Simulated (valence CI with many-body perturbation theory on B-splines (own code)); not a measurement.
# Au⁶⁴⁺: calculated level list

Computed by configuration interaction combined with many-body perturbation theory (CI+MBPT): five valence electrons over a frozen Dirac-Fock core [Ne], radial functions for each j: 11 s, 11 p, 10 d, 8 f, 5 g, 2 h, with the one-electron correlation potential Σ1, the two-electron term Σ2, the three-electron term Σ3, Breit, model QED; selected CI, second order for the rest, scaled by the run's own slope (own B-spline code, finite nucleus).

The last digits are not significant, and no measured levels were compared; by estimate large intervals hold to a few tenths of a per cent, small ones and those within an open d or f shell to about a per cent. Among the levels kept, up to 3200 cm⁻¹ of a level comes from second order outside the variational space, and about a tenth of that is noise between levels of different J, which matters for small intervals.

Levels 91 to 135 of 172, with energies above the lowest level, (3s^2 3p1/2^2 3p3/2) J=3/2. "Leading %" is the weight of the configuration and term that name the level; weights of strongly mixed levels are sums over their largest components and can fall short. In the jj column 3d3/2^4 stands for four electrons in 3d with j = 3/2.

| No. | Configuration | Term | J | E (eV) | Leading % | Leading jj | g |
| --- | --- | --- | --- | --- | --- | --- | --- |
| 91 | 3s 3p3 3d | 4D° | 7/2 | 1421.9 | 29 | 3s 3p1/2 3p3/2^2 3d3/2 (86 %) | 1.218 |
| 92 | 3s 3p3 3d | 4P° | 5/2 | 1422.4 | 25 | 3s 3p1/2 3p3/2^2 3d3/2 (93 %) | 1.319 |
| 93 | 3s 3p3 3d | 4D° | 1/2 | 1425.5 | 54 | 3s 3p1/2 3p3/2^2 3d3/2 (83 %) | 0.561 |
| 94 | 3s 3p3 3d | 4P° | 3/2 | 1432.5 | 30 | 3s 3p1/2 3p3/2^2 3d3/2 (88 %) | 1.440 |
| 95 | 3s 3p2 3d2 | 4P | 5/2 | 1434.0 | 21 | 3s 3p1/2^2 3d5/2^2 (98 %) | 1.348 |
| 96 | 3s 3p3 3d | 4F° | 3/2 | 1437.9 | 30 | 3s 3p1/2 3p3/2^2 3d3/2 (94 %) | 0.895 |
| 97 | 3s 3p3 3d | 2F° | 5/2 | 1439.0 | 28 | 3s 3p1/2 3p3/2^2 3d3/2 (97 %) | 1.035 |
| 98 | 3s 3p3 3d | 2G° | 7/2 | 1439.9 | 60 | 3s 3p1/2 3p3/2^2 3d3/2 (94 %) | 1.027 |
| 99 | 3s 3p2 3d2 | 2F | 7/2 | 1440.3 | 25 | 3s 3p1/2^2 3d5/2^2 (97 %) | 1.081 |
| 100 | 3s 3p3 3d | 2F° | 5/2 | 1444.1 | 32 | 3s 3p1/2 3p3/2^2 3d3/2 (94 %) | 1.021 |
| 101 | 3s 3p2 3d2 | 2D | 3/2 | 1447.0 | 24 | 3s 3p1/2^2 3d5/2^2 (96 %) | 1.068 |
| 102 | 3s 3p3 3d | 2P° | 3/2 | 1463.3 | 25 | 3s 3p1/2 3p3/2^2 3d3/2 (81 %) | 1.250 |
| 103 | 3s 3p3 3d | 2F° | 5/2 | 1463.6 | 17 | 3s 3p1/2 3p3/2^2 3d3/2 (74 %) | 1.017 |
| 104 | 3s 3p3 3d | 2P° | 1/2 | 1465.0 | 44 | 3s 3p1/2 3p3/2^2 3d3/2 (94 %) | 0.671 |
| 105 | 3s 3p2 3d2 | 4P | 1/2 | 1467.8 | 43 | 3s 3p1/2^2 3d5/2^2 (96 %) | 1.998 |
| 106 | 3p5 | 2P° | 3/2 | 1470.5 | 12 | 3s 3p1/2 3p3/2^2 3d3/2 (53 %) | 1.054 |
| 107 | 3s 3p3 3d | 2P° | 1/2 | 1471.4 | 19 | 3s 3p1/2 3p3/2^2 3d3/2 (82 %) | 1.006 |
| 108 | 3s 3p3 3d | 6D° | 9/2 | 1480.1 | 45 | 3s 3p1/2 3p3/2^2 3d5/2 (97 %) | 1.359 |
| 109 | 3s 3p3 3d | 4D° | 7/2 | 1485.0 | 46 | 3s 3p1/2 3p3/2^2 3d5/2 (95 %) | 1.362 |
| 110 | 3s 3p3 3d | 4G° | 11/2 | 1506.1 | 97 | 3s 3p1/2 3p3/2^2 3d5/2 (97 %) | 1.256 |
| 111 | 3s 3p3 3d | 4D° | 1/2 | 1507.6 | 40 | 3s 3p1/2 3p3/2^2 3d5/2 (83 %) | 0.776 |
| 112 | 3s 3p3 3d | 4F° | 9/2 | 1507.7 | 59 | 3s 3p1/2 3p3/2^2 3d5/2 (95 %) | 1.246 |
| 113 | 3s2 3p 3d2 | 2G° | 7/2 | 1509.8 | 32 | 3s^2 3p3/2 3d3/2^2 (84 %) | 1.033 |
| 114 | 3s2 3p 3d2 | 4F° | 5/2 | 1516.1 | 22 | 3s^2 3p3/2 3d3/2^2 (64 %) | 1.024 |
| 115 | 3s2 3p 3d2 | 4D° | 1/2 | 1517.3 | 44 | 3s^2 3p3/2 3d3/2^2 (53 %) | 0.786 |
| 116 | 3s2 3p 3d2 | 4D° | 3/2 | 1519.9 | 18 | 3s^2 3p3/2 3d3/2^2 (56 %) | 0.978 |
| 117 | 3s 3p3 3d | 4D° | 5/2 | 1522.9 | 35 | 3s 3p1/2 3p3/2^2 3d5/2 (86 %) | 1.301 |
| 118 | 3s 3p3 3d | 4D° | 3/2 | 1529.7 | 33 | 3s 3p1/2 3p3/2^2 3d5/2 (88 %) | 1.184 |
| 119 | 3s 3p3 3d | 2P° | 1/2 | 1530.8 | 40 | 3s 3p1/2 3p3/2^2 3d5/2 (75 %) | 1.266 |
| 120 | 3s 3p3 3d | 2F° | 7/2 | 1531.9 | 53 | 3s 3p1/2 3p3/2^2 3d5/2 (85 %) | 1.123 |
| 121 | 3s 3p3 3d | 4D° | 5/2 | 1533.2 | 31 | 3s 3p1/2 3p3/2^2 3d5/2 (86 %) | 1.312 |
| 122 | 3s2 3p 3d2 | 2P° | 3/2 | 1539.8 | 18 | 3s^2 3p3/2 3d3/2^2 (50 %) | 1.372 |
| 123 | 3s 3p3 3d | 4D° | 7/2 | 1542.5 | 24 | 3s 3p1/2 3p3/2^2 3d5/2 (82 %) | 1.221 |
| 124 | 3s 3p3 3d | 2P° | 3/2 | 1543.6 | 30 | 3s 3p1/2 3p3/2^2 3d5/2 (49 %) | 1.349 |
| 125 | 3s 3p3 3d | 2G° | 9/2 | 1544.2 | 53 | 3s 3p1/2 3p3/2^2 3d5/2 (73 %) | 1.128 |
| 126 | 3s 3p3 3d | 4D° | 5/2 | 1546.6 | 33 | 3s 3p1/2 3p3/2^2 3d5/2 (85 %) | 1.188 |
| 127 | 3s 3p3 3d | 2D° | 5/2 | 1554.7 | 33 | 3s 3p1/2 3p3/2^2 3d5/2 (90 %) | 1.164 |
| 128 | 3s 3p3 3d | 4D° | 7/2 | 1556.8 | 35 | 3s 3p1/2 3p3/2^2 3d5/2 (97 %) | 1.231 |
| 129 | 3s 3p3 3d | 2P° | 3/2 | 1561.1 | 36 | 3s 3p1/2 3p3/2^2 3d5/2 (84 %) | 1.069 |
| 130 | 3s 3p3 3d | 2F° | 7/2 | 1561.1 | 43 | 3s 3p1/2 3p3/2^2 3d5/2 (82 %) | 1.187 |
| 131 | 3s 3p3 3d | 2D° | 5/2 | 1564.1 | 37 | 3s 3p1/2 3p3/2^2 3d5/2 (89 %) | 1.141 |
| 132 | 3s 3p3 3d | 2S° | 1/2 | 1570.3 | 27 | 3s 3p1/2 3p3/2^2 3d5/2 (76 %) | 1.194 |
| 133 | 3s 3p3 3d | 2D° | 3/2 | 1575.9 | 39 | 3s 3p1/2 3p3/2^2 3d5/2 (85 %) | 1.087 |
| 134 | 3s 3p3 3d | 2D° | 5/2 | 1583.1 | 25 | 3s 3p1/2 3p3/2^2 3d5/2 (81 %) | 1.088 |
| 135 | 3s 3p3 3d | 2D° | 3/2 | 1584.0 | 26 | 3s 3p1/2 3p3/2^2 3d5/2 (76 %) | 1.186 |
